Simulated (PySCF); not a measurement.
Computed shifts of a molecule CH₆OSeSi, KT2/pcSseg-1 (PySCF), GIAO, gas phase, atoms alike by connectivity averaged where their shifts nearly agree, in ppm (number of nuclei): ²⁹Si: -7.3 (1). ¹³C: 54.8 (1). ¹H: 6.12 (1), 5.77 (1), 3.95 (3), 1.18 (1). References: ²⁹Si against TMS (σ = 361.9 ppm); ⁷⁷Se against Me2Se (σ = 1692.1 ppm); ¹⁷O against H2O (σ = 330.4 ppm); ¹³C against TMS (σ = 185.1 ppm); ¹H against TMS (σ = 31.47 ppm), references at their B3LYP-D3(BJ)/def2-TZVP geometries, non-relativistic. Geometry optimised at B3LYP-D3(BJ)/def2-SVP. One conformer was computed; it need not be the lowest.

Question: Which structure fits?
A) C[Se]O[SiH3]
B) CO[SiH2][SeH]
C) CO[Se][SiH3]

Answer: B, CO[SiH2][SeH]
